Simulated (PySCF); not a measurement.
Trend along group 14: MSe molecules

HF with double-zeta basis sets in PySCF, for the lowest determinant that a PBE0 search found; no spin–orbit coupling. De refers to high-spin ground-configuration atoms. A positive dipole means M(−)Se(+).

```
 M       basis  reference  state (unpaired electrons)  Re (Å)  ωe (cm⁻¹)  De (eV)  μ (D)
 C    def2-SVP        RHF      singlet (closed shell)   1.650       1184     2.91   1.86
Si  x2c-SVPall        RHF      singlet (closed shell)   2.040        642     3.19  -1.74
Ge  cc-pVDZ-PP        RHF      singlet (closed shell)   2.123        443     2.66  -2.50
Sn    def2-SVP        RHF      singlet (closed shell)   2.318        364     2.23  -3.59
Pb    def2-SVP        RHF      singlet (closed shell)   2.400        314     1.82  -4.52
```

The shortest bond is that of CSe (1.650 Å), the longest that of PbSe (2.400 Å).

The rows differ in basis set, which adds steps of its own.

Down a group the atoms grow and get heavier, so bonds lengthen and wavenumbers fall; this series shows no clear exception.

Spin–orbit coupling is left out, which matters for elements this heavy, above all for dissociation energies. Where the molecule has an RHF reference, its open-shell atoms are computed with UHF. Hartree–Fock leaves out correlation, which carries a large part of most bond energies and some tenths to 1 eV of ionisation energies.
